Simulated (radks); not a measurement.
Values are calculated unless marked as measured or tabulated.
Neutral osmium inside a hard spherical wall (all orbitals vanish at R), configuration held at [Xe] 4f14 5d6 6s2 and not refilled when levels cross. Level of theory: scalar-relativistic Kohn-Sham, PBE, spin-polarised, spherical densities, point nucleus; open shells are filled with parallel spins first (a radial shooting solver on a logarithmic mesh with Libxc functionals). Eigenvalues in eV for spin up, with the zero of energy where the potential of the charges vanishes at infinity; a dash marks a level that is unbound or too diffuse for the functional's potential to be trusted. A positive occupied level is held by the wall or, in an anion where self-interaction has pushed it up, behind a barrier. The pressure on the wall is -dE/dV.

R (bohr)  E (hartree)  kinetic (hartree)    e(4f)    e(5p)   e(5d)   e(6s)  e(6p, empty)  e(7s, empty)  pressure (GPa)
free      -17253.9427          19128.590  -51.903  -51.659  -7.221  -6.681        -1.473             -               0
20        -17253.9427          19128.590  -51.903  -51.659  -7.221  -6.681        -1.473             -        < 0.0001
15        -17253.9427          19128.591  -51.902  -51.659  -7.221  -6.681        -1.470         0.264        < 0.0001
12        -17253.9426          19128.591  -51.900  -51.657  -7.219  -6.679        -1.449         0.700        0.000379
3.5       -17252.8685          19133.452  -40.230  -41.185   2.835   7.482        20.448        68.993             316
3         -17251.5375          19138.704  -32.365  -34.689  10.116  20.624        38.266        112.28            1060
2.5       -17247.9972          19152.173  -17.674  -22.640  24.983  50.645        76.399        196.58            4320
1.5       -17192.0371          19339.392   86.947   90.468  168.25  367.82        432.04        873.99          185000
